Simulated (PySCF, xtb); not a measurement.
CH₆OSeSi, SMILES C[Se]O[SiH3].

Geometry: TPSSh-D3(BJ)/def2-SVP. This is a generated structure with no PubChem entry under its InChIKey; it may be hypothetical. Other conformers were not sampled.

Method: C-PCM-M06-2X/def2-SVP in PySCF.

The values are the electrostatic part of the solvation free energy, E(continuum) − E(gas) at the gas-phase geometry, in a cavity of scaled van der Waals radii (PySCF's table); cavitation and dispersion terms are not included. In vacuum the orbital gap is 7.49 eV. The dipole moment in vacuum is 1.90 D.

Computed values in water (ε = 78.36), dimethylsulfoxide (ε = 46.83), benzene (ε = 2.27):
```tsv
solvent	ε	ΔG(elec) (kcal/mol)	dipole (D)	gap (eV)
water	78.36	-3.4	2.55	7.57
dimethylsulfoxide	46.83	-3.4	2.54	7.57
benzene	2.27	-1.8	2.22	7.54
```

For comparison, GFN2-xTB/ALPB(water) (xtb, at the GFN2-xTB geometry, all terms of that model) gives -0.2 kcal/mol.
